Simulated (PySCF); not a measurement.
Field gradients from PBE0/pcSseg-1 densities (PySCF, non-relativistic) at GFN2-xTB geometries, isolated species, one conformer each; χzz is the principal value of largest magnitude, with Q(14N) = 0.02044 b, Q(17O) = −0.0256 b. Where η is near 1, a small change in the tensor can flip the sign of χzz. GFN2-xTB bond lengths can be off by several hundredths of an ångström, more for odd bonds, and the gradients follow them. The basis is small and wasn't made for field gradients, so the couplings can be 20 % off.

Problem. These 14N couplings (χzz in MHz, η) are listed in rising order: (-5.547, 0.41); (-4.954, 0.37); (-4.661, 0.07); (-4.384, 0.34); (-3.210, 0.52); (-2.927, 0.21). Assign them to: the silicon-bound nitrogen of `CN[Si@H]([SiH3])O[SiH2]C1CC1`; the pyridine-type nitrogen of `C/C(F)=P\c1cccnc1`; the nitrogen bridging silicon atoms of `O[SiH2]N([SiH2]O)[SiH2]O`; the nitrogen bridging silicon atoms of `CC(C)O[Si@@H]1N[SiH2]C[SiH2]1`; the silicon-bound nitrogen of `CO[C@@H]1[SiH2]C[SiH2]C[Si@H]1N`; the nitrogen bonded to P and 2 H of `C#CCP(C)N`.

Solution. -5.547 MHz, η 0.41: the pyridine-type nitrogen of `C/C(F)=P\c1cccnc1`; -4.954 MHz, η 0.37: the silicon-bound nitrogen of `CN[Si@H]([SiH3])O[SiH2]C1CC1`; -4.661 MHz, η 0.07: the nitrogen bonded to P and 2 H of `C#CCP(C)N`; -4.384 MHz, η 0.34: the silicon-bound nitrogen of `CO[C@@H]1[SiH2]C[SiH2]C[Si@H]1N`; -3.210 MHz, η 0.52: the nitrogen bridging silicon atoms of `CC(C)O[Si@@H]1N[SiH2]C[SiH2]1`; -2.927 MHz, η 0.21: the nitrogen bridging silicon atoms of `O[SiH2]N([SiH2]O)[SiH2]O`.

Problem. Rank these 17O sites by the size of the quadrupole coupling, smallest first.
A. The carbonyl oxygen of `O=C(Cl)[C@@H](F)CC(F)(F)F`
B. The siloxane oxygen of `CN[Si@H]([SiH3])O[SiH2]C1CC1`
C. The silanol oxygen of `O[SiH2]N([SiH3])[SiH2]C1CCC1`
D. The ether oxygen of `CO[C@@H]1[SiH2]C[SiH2]C[Si@H]1N`
E. The carbonyl oxygen of `CN(C)C(=O)[SiH2]C([SiH3])[SiH3]`
F. The carbonyl oxygen of `CN[SiH2]C(=O)[SiH2][C@H](C)[SiH3]`

Solution. B (6.354 MHz), E (8.254 MHz), C (9.022 MHz), A (9.984 MHz), D (12.47 MHz), F (13.88 MHz).

All sites together:

```
nucleus                                                                  site  Vzz (au)     η  χzz (MHz)
    14N            the silicon-bound nitrogen of CN[Si@H]([SiH3])O[SiH2]C1CC1    -1.031  0.37     -4.954
    14N                       the pyridine-type nitrogen of C/C(F)=P\c1cccnc1    -1.155  0.41     -5.547
    14N       the nitrogen bridging silicon atoms of O[SiH2]N([SiH2]O)[SiH2]O    -0.609  0.21     -2.927
    14N  the nitrogen bridging silicon atoms of CC(C)O[Si@@H]1N[SiH2]C[SiH2]1    -0.668  0.52     -3.210
    14N         the silicon-bound nitrogen of CO[C@@H]1[SiH2]C[SiH2]C[Si@H]1N    -0.913  0.34     -4.384
    14N                         the nitrogen bonded to P and 2 H of C#CCP(C)N    -0.970  0.07     -4.661
    17O                      the carbonyl oxygen of O=C(Cl)[C@@H](F)CC(F)(F)F    -1.660  0.48      9.984
    17O                    the silanol oxygen of O[SiH2]N([SiH3])[SiH2]C1CCC1     1.500  0.46     -9.022
    17O                   the siloxane oxygen of CN[Si@H]([SiH3])O[SiH2]C1CC1     1.056  0.11     -6.354
    17O              the carbonyl oxygen of CN[SiH2]C(=O)[SiH2][C@H](C)[SiH3]    -2.307  0.65      13.88
    17O                the carbonyl oxygen of CN(C)C(=O)[SiH2]C([SiH3])[SiH3]    -1.372  0.24      8.254
    17O                   the ether oxygen of CO[C@@H]1[SiH2]C[SiH2]C[Si@H]1N    -2.073  0.99      12.47
```
